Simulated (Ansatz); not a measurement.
`[F][AlH][SeH]` + `CC` → `C[CH2][AlH][SeH]` + H–F at 600 K and 1 bar (formal exchange of groups at the Al–F bond).

Isolated molecules relaxed with PBE0-D4/def2-TZVP in Ansatz; ΔE leaves out vibrations. CBS: MP2 limit from def2 TZ/QZ plus the TZ coupled-cluster correction, frozen cores. This one scheme is used for every species. For Se outer-core shells are correlated without core-valence functions, which leaves a few kJ/mol of doubt a bond. Scalar relativity is left out up to krypton. Each species was taken in one conformer, which may not be the lowest.

| species | CCSD(T)/CBS energy (Eh) | H − E (kJ/mol) | S (J/(mol·K)) |
| --- | --- | --- | --- |
| `[F][AlH][SeH]` | -2743.83001 | 86.1 | 361.6 |
| `CC` | -79.71954 | 228.8 | 274.9 |
| `C[CH2][AlH][SeH]` | -2723.08028 | 272.4 | 451.3 |
| H–F | -100.39570 | 42.3 | 194.0 |

H − E and S are ideal-gas, rigid-rotor, harmonic terms from PBE0-D4/def2-TZVP, for one conformer and one mirror image of each species. 1 Eh = 2625.50 kJ/mol, R = 8.31446 J/(mol·K).

Problem. By hand: ΔE, ΔH, ΔS and ΔG.

Solution. ΔE = (-2723.08028) + (-100.39570) − (-2743.83001) − (-79.71954) = 0.07357 Eh = 193.2 kJ/mol. Δ(H − E) = 272.4 + 42.3 − 86.1 − 228.8 = -0.2, so ΔH = 193.0 kJ/mol. ΔS = 451.3 + 194.0 − 361.6 − 274.9 = 8.8 J/(mol·K). ΔG = 193.0 − 600 × (8.8)/1000 = 187.7 kJ/mol.

Problem. By hand: the equilibrium constant, and the temperature at which ΔG would vanish if ΔH and ΔS stayed fixed.

Solution. log₁₀ K = −ΔG/(RT ln 10) = -16.3. ΔG = 0 at ΔH/ΔS = 21932 K, far beyond where these terms or the molecules hold.

The number of gas molecules stays the same, so ΔS is small and ΔH decides. A doubt of 5 kJ/mol in ΔE shifts log₁₀ K by 0.4 here. Other conformers and mirror images would add mixing entropy, several J/(mol·K) or more a flexible species. These are equilibria of isolated gas molecules and say nothing of rates. Largest T1 diagnostic: 0.011 (customary marks: 0.02 for closed shells, 0.045 for open ones).
